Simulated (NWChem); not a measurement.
# Correlation energy of diphosphane (H₄P₂)

```
P
H 1 1.4315
H 1 1.4315 2 92.18
P 1 2.2710 2 93.52 3 93.66
H 4 1.4315 1 93.52 2 87.60
H 4 1.4315 5 92.18 1 -93.66
```
Charge 0, spin multiplicity 1.

Program: NWChem. The geometry was optimised at B3LYP/def2-SVP, a minimum by its harmonic frequencies. It is one conformer; others weren't searched.

Basis set: def2-TZVP. Each correlation energy counts from its own Hartree-Fock reference.

```json
[
 {"method": "CR-CCSD(T)", "correlation energy (mHa)": "-361.4", "difference from CCSD(T)": "+3.3"},
 {"method": "SCS-MP2", "correlation energy (mHa)": "-312.7", "difference from CCSD(T)": "+52.0"},
 {"method": "CCSD+T(CCSD)", "correlation energy (mHa)": "-365.0", "difference from CCSD(T)": "-0.3"},
 {"method": "CCSD(T)", "correlation energy (mHa)": "-364.7", "difference from CCSD(T)": "0.0"},
 {"method": "CR-CCSD[T]", "correlation energy (mHa)": "-361.7", "difference from CCSD(T)": "+3.0"},
 {"method": "CCSD", "correlation energy (mHa)": "-350.0", "difference from CCSD(T)": "+14.7"},
 {"method": "MP2", "correlation energy (mHa)": "-302.9", "difference from CCSD(T)": "+61.8"}
]
```

The values span 62.1 mHa, from CCSD+T(CCSD) (lowest) to MP2 (highest). 

The correlated methods keep 10 core orbitals frozen. Differences from the coupled-cluster row are differences between methods, not errors against experiment.
